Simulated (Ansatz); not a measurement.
`[SiH3]O[SiH](Cl)Cl` + CH₃SH → `CS[SiH](Cl)Cl` + `O[SiH3]` at 700 K and 1 bar (ligand exchange at the Si–O bond).

Isolated molecules relaxed with PBE0-D4/def2-TZVP in Ansatz; ΔE leaves out vibrations. CCSD(T)/CBS is the MP2 limit (def2-TZVPP, def2-QZVPP) plus CCSD(T) − MP2 in def2-TZVPP, frozen cores. This one scheme is used for every species. One conformer a species, not always the lowest.

```csv
species,CCSD(T)/CBS energy (Eh),H − E (kJ/mol),S (J/(mol·K))
`[SiH3]O[SiH](Cl)Cl`,-1575.48976,192.4,513.5
CH₃SH,-438.22835,160.2,309.0
`CS[SiH](Cl)Cl`,-1647.00366,213.0,485.2
`O[SiH3]`,-366.69042,144.6,321.6
```

H − E and S are ideal-gas, rigid-rotor, harmonic terms from PBE0-D4/def2-TZVP, for one conformer and one mirror image of each species. 1 Eh = 2625.50 kJ/mol, R = 8.31446 J/(mol·K).

Problem. By hand: ΔE, ΔH, ΔS and ΔG.

Solution. ΔE = (-1647.00366) + (-366.69042) − (-1575.48976) − (-438.22835) = 0.02403 Eh = 63.1 kJ/mol. Δ(H − E) = 213.0 + 144.6 − 192.4 − 160.2 = 5.0, so ΔH = 68.1 kJ/mol. ΔS = 485.2 + 321.6 − 513.5 − 309.0 = -15.7 J/(mol·K). ΔG = 68.1 − 700 × (-15.7)/1000 = 79.1 kJ/mol.

Problem. By hand: the equilibrium constant, and the temperature at which ΔG would vanish if ΔH and ΔS stayed fixed.

Solution. log₁₀ K = −ΔG/(RT ln 10) = -5.9. ΔH and −TΔS have one sign here, so there is no such temperature.

ΔH outweighs TΔS. A doubt of 5 kJ/mol in ΔE shifts log₁₀ K by 0.4 here. Other conformers and mirror images would add mixing entropy, several J/(mol·K) or more a flexible species. Modes under 60 cm⁻¹, often nearly free rotors, make the harmonic entropy too high. These are equilibria of isolated gas molecules and say nothing of rates. Largest T1 diagnostic: 0.011 (customary marks: 0.02 for closed shells, 0.045 for open ones).
